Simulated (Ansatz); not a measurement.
Cost and result for the atomization energy of Cl$_{2}$H$_{6}$N$_{2}$Si$_{2}$ (`N[Si@H](Cl)[Si@@H](N)Cl`) (12 atoms, 11 bonds).

Cartesian coordinates in Å:
```
N -0.9347 1.5204 0.9213
Si -1.2524 0.3098 -0.2378
Cl -2.0522 0.9785 -2.0341
Si 0.8161 -0.6566 -0.7238
N 1.3113 -1.6339 0.5806
Cl 2.0425 0.9974 -1.0834
H -0.1708 2.1597 0.7605
H -1.6861 1.9653 1.4247
H -2.2709 -0.6027 0.3331
H 0.8872 -1.4734 -1.9560
H 1.2153 -1.3034 1.5277
H 2.0947 -2.2610 0.4872
```

Charge 0, multiplicity 1. The geometry is a stationary point of PBE0-D4/def2-TZVP. It is one conformer, not always the lowest. Program: Ansatz. All runs use 2 threads of an AMD EPYC 7R13 on a shared host and a share of an NVIDIA H100 80 GB. Times are those of one run each, without the atoms' runs, and a repeat can differ threefold. Electronic energies, without spin–orbit coupling; frozen cores. CCSD(T)/CBS adds CCSD(T) − MP2 in def2-TZVPP to the MP2 limit, and its time is that of the two runs behind it. T1 = 0.010. B3LYP takes the VWN-RPA correlation (the form of Gaussian; ORCA's B3LYP/G).

CCSD(T)/CBS is a level of theory with its own doubt, some kJ/mol a heavy atom from the limit and from the frozen cores, so smaller differences don't rank the functionals.

| level | functions | wall time | atomization (kJ/mol) | difference from CCSD(T)/CBS | per bond |
| --- | --- | --- | --- | --- | --- |
| PBE0-D4/def2-TZVPP | 314 | 3.5 s | 4012.1 | -20.7 | -1.9 |
| r2SCAN-D4/def2-TZVPP (with forces) | 314 | 6.5 s | 4018.5 | -14.3 | -1.3 |
| B3LYP-D4/def2-TZVPP (with forces) | 314 | 7 s | 4020.8 | -12.0 | -1.1 |
| ωB97X-V/def2-TZVPP | 314 | 8 s | 4061.7 | 28.9 | 2.6 |
| PBE-D4/def2-TZVPP (with forces) | 314 | 9 s | 4074.6 | 41.8 | 3.8 |
| MP2/def2-QZVPP | 574 | 9 s | 4037.9 | 5.1 | 0.5 |
| ωB97M-V/def2-TZVPP (with forces) | 314 | 11 s | 4050.4 | 17.6 | 1.6 |
| CCSD(T)/def2-TZVPP | 314 | 11 s | 3883.7 | -149.1 | -13.6 |
| B2PLYP/def2-TZVPP | 314 | 17 s | 3959.7 | -73.1 | -6.7 |
| CCSD(T)/CBS(def2) | – | 20 s | 4032.8 | 0.0 | 0.0 |

The D4 term adds +60.8 kJ/mol with B3LYP and +32.6 kJ/mol with PBE0; it sums over pairs of atoms, weighted by their polarisabilities, and B3LYP, whose exchange is more repulsive, gets the larger term. From PBE to PBE0 (25 % exact exchange), in def2-TZVPP and without D4, the atomization energy moves by −57.5 kJ/mol: exact exchange takes away binding that semilocal exchange gives to molecules. In def2-TZVPP, CCSD(T) changes the Hartree–Fock value by +1050.7 kJ/mol (the triples alone add +64.5 kJ/mol) and MP2 by +1115.8 kJ/mol; breaking electron pairs costs correlation energy, which Hartree–Fock lacks.
